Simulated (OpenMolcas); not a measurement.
# OpenMolcas run: Mo3+

Mo3+ with 6 ligands (chloride) in octahedral coordination (Oh) at 2.45 Å. A charge of +0.5 e stands 2.6 Å behind each ligand. Ligand basis ANO-RCC-VDZP. With inversion symmetry the input lists one of each pair of outer charges.

Input:

```
&GATEWAY
Coord
7

Mo 0.0 0.0 0.0
Cl 2.450000 0.000000 0.000000
Cl 0.000000 2.450000 0.000000
Cl -2.450000 0.000000 0.000000
Cl 0.000000 -2.450000 0.000000
Cl 0.000000 0.000000 2.450000
Cl 0.000000 0.000000 -2.450000
Basis=Mo.ANO-RCC-VTZP,Cl.ANO-RCC-VDZP
Group=XYZ
NoMove
AngMom=0.0 0.0 0.0
AMFI
RICD
XField
3 Angstrom 0
5.050000 0.000000 0.000000 0.500000
0.000000 5.050000 0.000000 0.500000
0.000000 0.000000 5.050000 0.500000
&SEWARD
&RASSCF
FileOrb=start.orb
Symmetry=1
Spin=4
nActEl=3 0 0
Inactive=36 36
Ras2=5 0
CIRoot=10 10 1
SDav=10
CIMx=300
Iter=150 100
PrWF=0.3
OrbListing=Nothing
MaxOrb=1
LevShft=1.0
>>> COPY $Project.JobIph JOB001
&RASSCF
FileOrb=start.orb
Symmetry=1
Spin=2
nActEl=3 0 0
Inactive=36 36
Ras2=5 0
CIRoot=40 40 1
SDav=40
CIMx=300
Iter=150 100
PrWF=0.3
OrbListing=Nothing
MaxOrb=0
LevShft=1.0
>>> COPY $Project.JobIph JOB002
&RASSI
NrOfJobIphs=2 10 40
1 2 3 4 5 6 7 8 9 10
1 2 3 4 5 6 7 8 9 10 11 12 13 14 15 16 17 18 19 20 21 22 23 24 25 26 27
28 29 30 31 32 33 34 35 36 37 38 39 40
IphNames
JOB001
JOB002
EJob
SpinOrbit
DIPRint=1.0
SOCoupling=1000.0
Subsets=2
Property=9
'ANGMOM' 1 'ANGMOM' 2 'ANGMOM' 3 'MLTPL  1' 1 'MLTPL  1' 2 'MLTPL  1' 3
'AMFI' 1 'AMFI' 2 'AMFI' 3
SOProperty=3
'ANGMOM' 1 'ANGMOM' 2 'ANGMOM' 3
```

Launched by
```bash
OMP_NUM_THREADS=1 MOLCAS_MEM=2457 MOLCAS_PROJECT=a pymolcas a.inp > a.log  # once for each step of the input, in one work folder
```

A driver script runs the steps one by one and writes start.orb anew before each from the orbitals found so far.

Output, cut to the results:

```
--- SEWARD ---
Basis set label: MO.ANO-RCC...7S6P4D2F1G.

      Electronic valence basis set:
      ------------------
      Associated Effective Charge  42.000000 au
      Associated Actual Charge     42.000000 au
      Nuclear Model: Point charge

      Shell  nPrim  nBasis  Cartesian Spherical Contaminant
         s      21       7        X
         p      18       6        X
         d      13       4                 X
         f       6       2                 X
         g       4       1                 X
                  Relativistic Douglas-Kroll-Hess integrals:
                    - DKH order of Hamiltonian: 2
                    - DKH order of Properties : 0
                  Atomic mean-field integrals
--- RASSCF ---
Wave function specifications:
      -----------------------------

      Number of closed shell electrons         144
      Number of electrons in active shells       3
      Max number of holes in RAS1 space          0
      Max nr of electrons in RAS3 space          0
      Number of inactive orbitals               72
      Number of active orbitals                  5
      Number of secondary orbitals              99
      Spin quantum number                      1.5
      State symmetry                             1
Orbital specifications:
      -----------------------

      Symmetry species                           1   2
                                                ag  au
      Frozen orbitals                            0   0
      Inactive orbitals                         36  36
      Active orbitals                            5   0
      RAS1 orbitals                              0   0
      RAS2 orbitals                              5   0
      RAS3 orbitals                              0   0
      Secondary orbitals                        49  50
      Deleted orbitals                           0   0
      Number of basis functions                 90  86
      Number of CSFs                            10
      Number of root(s) required                10
      Iter CI   SX   CI       RASSCF       Energy    max ROT     max BLB   max BLB  Level Ln srch  Step   QN
          iter iter root      energy       change     param      element    value   shift minimum  type update
 Nr of preliminary CI iterations:   1
      Total energies have been shifted. Add                -6000.00 au
        1   1   12    0  -811.71403671    0.00E+00  -8.72E-02   36  39 1  1.77E-01*  0.95   0.00    SX    NO
        2   1   13    0  -812.17339085   -4.59E-01* -6.99E-02   36  39 1  1.18E-01*  0.75   0.00    SX    NO
        3   1   12    0  -812.28284578   -1.09E-01* -3.50E-02   36  39 1  6.12E-02*  0.75   0.00    SX    NO
        4   1   12    0  -812.30537780   -2.25E-02* -1.94E-02   36  39 1  3.46E-02*  0.76   0.00    SX    NO
        5   1   11    0  -812.31251997   -7.14E-03* -2.52E-02   36  39 1  2.13E-02*  0.77   2.50    LS   YES
        6   1   11    0  -812.31661076   -4.09E-03*  6.69E-03   14  44 2 -6.08E-03*  0.77   1.19    QN   YES
        7   1   10    0  -812.31722370   -6.13E-04*  3.71E-03   14  44 2 -2.82E-03*  0.77   1.57    LS   YES
        8   1   10    0  -812.31731595   -9.23E-05*  1.37E-03    8  55 2 -2.63E-03*  0.77   1.03    QN   YES
        9   1    9    0  -812.31738630   -7.03E-05*  6.67E-04   12  60 2 -7.77E-04*  0.77   1.49    LS   YES
       10   1    9    0  -812.31739481   -8.52E-06*  1.93E-04    9  63 1 -1.20E-03*  0.77   1.00    QN   YES
       11   1    9    0  -812.31739965   -4.84E-06*  1.15E-04   14  61 2 -2.45E-04*  0.77   1.60    LS   YES
       12   1    9    0  -812.31740044   -7.89E-07*  1.36E-04    9  59 2  4.06E-04*  0.77   1.00    QN   YES
       13   1    8    0  -812.31740118   -7.44E-07* -1.06E-04   14  44 2 -1.11E-04*  0.77   1.50    QN   YES
       14   1    7    0  -812.31740143   -2.51E-07*  3.13E-05    8  47 1  5.61E-05   0.77   1.20    QN   YES
       15   1    6    0  -812.31740146   -2.33E-08*  1.18E-05    9  59 2 -1.89E-05   0.77   1.33    QN   YES
       16   1    5    0  -812.31740146   -3.84E-09   3.47E-06   14  57 1 -6.05E-06   0.77   1.28    QN   YES
      Convergence after 16 iterations
       17   1    5    0  -812.31740146   -5.61E-10   3.47E-06    6  45 1 -2.31E-06   0.77   1.28    QN   YES
      Natural orbitals and occupation numbers for root  1
      sym 1:   1.000000   1.000000   0.000000   1.000000   0.000000
      Natural orbitals and occupation numbers for root  2
      sym 1:   1.000000   0.000193   0.000193   0.999807   0.999807
...
--- RASSI ---
SPIN-FREE ENERGIES:
  (Shifted by EMIN (a.u.) =      -6812.4279913180)

 SF State       Relative EMIN(au)   Rel lowest level(eV)    D:o, cm**(-1)

     1             0.0000000000        0.0000000000              0.0000
    11             0.0620205013        1.6876638174          13611.9267
    12             0.0620205013        1.6876638174          13611.9267
    13             0.0647347426        1.7615220841          14207.6338
    14             0.0647347426        1.7615220841          14207.6338
    15             0.0647347426        1.7615220841          14207.6338
     2             0.0806858205        2.1955730250          17708.4907
     3             0.0806858205        2.1955730250          17708.4907
     4             0.0806858205        2.1955730250          17708.4907
    16             0.0939757093        2.5572093224          20625.2841
    17             0.0939757093        2.5572093224          20625.2841
    18             0.0939757093        2.5572093224          20625.2841
     5             0.1111361864        3.0241696944          24391.5735
     6             0.1111361871        3.0241697135          24391.5737
     7             0.1111361871        3.0241697135          24391.5737
    19             0.1307528844        3.5579672399          28696.9411
    20             0.1366410252        3.7181917134          29989.2386
    21             0.1366410252        3.7181917134          29989.2386
    22             0.1366410252        3.7181917134          29989.2386
    23             0.1409936463        3.8366325666          30944.5285
    24             0.1409936463        3.8366325666          30944.5285
    25             0.1409936463        3.8366325666          30944.5285
    26             0.1486532984        4.0450623208          32625.6279
    27             0.1486532984        4.0450623208          32625.6279
    28             0.1590993596        4.3293141243          34918.2733
...
```

Spin-orbit levels above the lowest (labels of O, the rotations of Oh):

```csv
E (cm-1),Degeneracy,Label,2S+1,g
0.0,4,Γ8,4,
13478,4,Γ8,2,
14068,4,Γ8,2,
14284,2,,2,0.49 0.49 0.49
17444,2,,4,2.81 2.81 2.81
17595,4,Γ8,4,
18001,2,,4,2.40 2.40 2.40
18011,4,Γ8,4,
20663,4,Γ8,2,
20817,2,,2,1.75 1.75 1.75
24467,2,,4,3.36 3.36 3.36
24507,4,Γ8,4,
24550,2,,4,1.85 1.85 1.85
24566,4,Γ8,4,
28832,2,,2,2.39 2.39 2.39
29947,2,,2,0.12 0.12 0.12
30051,4,Γ8,2,
30625,2,,2,0.88 0.88 0.88
31190,4,Γ8,2,
32728,4,Γ8,2,
```

Without dynamic correlation the repulsion within the d shell is too large (B by tens of per cent), so at a given field states of lower spin stand too high. The least metal-like active orbital is 79 % on the metal (Löwdin) and no ligand orbital is active, so the numbers are rough. With metal d orbitals alone the field can be off either way by tens of per cent. Ligand-to-metal charge-transfer states are missing. With no ligand orbital active B as a rule stays too high, so bands that hang on it stand too high and its fall with covalency is understated. No measured value stands beside these numbers; the geometry was imposed, not optimised, and the real ion may take another.

The RASSCF and RASSI steps took 41 s on 1 thread of Arm Neoverse V2, on a shared host; the integral step is not counted.
